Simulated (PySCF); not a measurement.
triplet methylene (CH2), triplet, geometry from GFN2-xTB.

Input for PySCF:
```python
from pyscf import gto, scf, dft

mol = gto.Mole()
mol.atom = '''
    C     0.003869    0.000665    0.101501
    H     0.000461    0.979088   -0.311393
    H    -0.023676   -0.983080   -0.297611
'''
mol.basis = '6-311g**'
mol.charge = 0
mol.spin = 2
mol.verbose = 4
mol.build()

mf = dft.UKS(mol)
mf.xc = 'blyp'
mf = mf.density_fit(auxbasis='def2-universal-jkfit')
mf.kernel()
mf.analyze()
```

### Question
What is the computed HOMO energy (DF-BLYP/6-311G** (PySCF))?

### Answer
-5.28 eV

### Question
What is the computed total energy (DF-BLYP/6-311G**)?

### Answer
-39.137960 Ha

### Question
What is the computed number of basis functions (DF-BLYP/6-311G**)?

### Answer
30

These values belong to the state on which the SCF converged, which isn't shown to be the lowest.
